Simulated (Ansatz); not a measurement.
methanethiol (CH4S), singlet, geometry from GFN2-xTB; PBE0/6-311G** run with Ansatz (a quantum-chemistry and plane-wave program).

Here is a job for Ansatz.
Ansatz 0.2 input:
```yaml
crystal:
  periodic: [false, false, false]
  atoms:
    - {symbol: C, position_ang: [-0.05927499, 1.15601846, 0.01107955]}
    - {symbol: S, position_ang: [-0.04290118, -0.66526221, -0.00699584]}
    - {symbol: H, position_ang: [1.28189339, -0.79710439, 0.00234827]}
    - {symbol: H, position_ang: [-1.10311348, 1.45230554, 0.00564055]}
    - {symbol: H, position_ang: [0.42444570, 1.51749985, 0.91319673]}
    - {symbol: H, position_ang: [0.43884321, 1.53538357, -0.87572948]}
basis:
  gaussian:
    orbitals: 6-311G__.json
hamiltonian:
  xc: pbe0
```
The basis file holds 6-311G** in the JSON format of the Basis Set Exchange.

It wrote (shortened):

```
Functional definition: PBE0
576 factors; their error is unknown
mean field evaluation 1: about -11929.8935 eV, gradient 3.6e1 eV
mean field evaluation 2: about -11928.8307 eV, gradient 4.0e1 eV
mean field evaluation 4: about -11932.9204 eV, gradient 8.9e-1 eV
mean field evaluation 8: about -11932.9180 eV, gradient 1.1e-1 eV
mean field -11932.91798159 eV, -438.5266474010 hartree, gradient 6.0e-5 eV, S^2 0.000000; 0 other end points of the search recorded, 0 dependent functions left out
reference -11932.91800479 eV, -438.5266482537 hartree; 13, 13 occupied and 56, 56 virtual orbitals, 576 factors
Total energy: -11932.91800479 eV, -438.5266482537 hartree
```
